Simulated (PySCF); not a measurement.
Input file for PySCF: R-M06-2X/def2-TZVPP on I2 (SMILES II). Elements past Kr take the def2 small-core potentials; no spin–orbit coupling.

```python
from pyscf import gto, dft

mol = gto.M(
    atom='''
    I     0.00000000   -0.00000000   -1.34736765
    I    -0.00000000    0.00000000    1.34736765
    ''',
    basis='def2-tzvpp',
    ecp={'I': 'def2-tzvpp'},
    charge=0, spin=0, verbose=4, max_memory=1800)
mf = dft.RKS(mol, xc='m062x').density_fit(auxbasis='def2-universal-jkfit')
mf.grids.level = 4
mf.conv_tol = 1e-9
mf.max_cycle = 150
mf.kernel()
mf.dip_moment()
```

Problem. Give the final energy of this run.

Solution. -595.2772 hartree.
